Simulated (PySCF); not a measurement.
Sb(Cl)2(TeH) (Cl2HSbTe), SMILES [Cl][Sb]([TeH])[Cl].

Geometry optimised at B3LYP-D3(BJ)/def2-SVP. The structure was generated by enumeration; whether it is a known compound was not checked. The def2 effective core potentials stand for the cores of Sb, Te; spin–orbit coupling is left out.

Two levels are set side by side: PBE/def2-TZVP (PySCF) and ωB97X/def2-TZVP (PySCF). Same geometry, gas phase. Differences are taken from unrounded values.

```json
[
 {"quantity": "orbital gap (eV)", "ωB97X": "8.56"},
 {"quantity": "highest occupied level (eV)", "ωB97X": "-9.09"},
 {"quantity": "lowest empty level (eV)", "ωB97X": "-0.52"},
 {"quantity": "dipole moment (D)", "ωB97X": "3.01"},
 {"quantity": "mean polarisability (bohr³)", "ωB97X": "106.3"}
]
```

Problem. What does PBE give, and how far is it from ωB97X? (The exact figures need the calculation; the answer reports its results.)

Solution. 
| quantity | PBE | PBE minus ωB97X |
|---|---|---|
| orbital gap (eV) | 2.89 | -5.67 |
| highest occupied level (eV) | -5.92 | 3.17 |
| lowest empty level (eV) | -3.02 | -2.50 |
| dipole moment (D) | 2.69 | -0.33 |
| mean polarisability (bohr³) | 110.0 | 3.8 |

PBE's occupied levels lie high since its potential decays too fast outside the molecule; exact exchange lowers them and widens the gap. PBE's more diffuse valence density responds more strongly to a field. Differences between two approximate levels are no errors against the true value.

Rough cost on one machine, each run with all the roots and properties that it gave: ωB97X against PBE within a factor of 2.
